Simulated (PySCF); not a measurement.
C₂H₅O₂, SMILES O[CH]CO, multiplicity 2. Atoms are numbered in the order given.

```xyz
9

O      1.4366    -0.0156    -0.3426
C      0.4828    -0.7385     0.3249
C     -0.9055    -0.3213    -0.0185
O     -1.1100     1.0679     0.1342
H      2.3170    -0.2964    -0.0641
H      0.7158    -1.7806     0.5799
H     -1.1501    -0.6387    -1.0627
H     -1.6161    -0.8463     0.6407
H     -0.3430     1.5019    -0.2650
```
Charge 0, spin multiplicity 2.

The structure is a stationary point at B3LYP-D3(BJ)/def2-SVP. The isomer is the one that the SMILES or the coordinates give; other isomers of the formula were not compared. The values are those of a single conformer.

Calculation: PBE0/def2-TZVPD (PySCF).

Mulliken values depend strongly on the basis, most of all with diffuse functions as here. ESP charges are fitted to the potential on shells at 1.4 to 2.0 van der Waals radii. Atomic charges (e):

```tsv
atom	Mulliken	meta-Löwdin	ESP fit	Mulliken spin
O1	-0.43	-0.47	-0.46	0.10
C2	-0.19	-0.01	-0.26	0.91
C3	0.04	-0.01	0.25	-0.06
O4	-0.47	-0.53	-0.61	0.02
H5	0.31	0.36	0.42	-0.01
H6	0.20	0.10	0.14	-0.03
H7	0.11	0.09	0.04	0.06
H8	0.13	0.13	0.07	0.01
H9	0.30	0.34	0.41	0.00
```
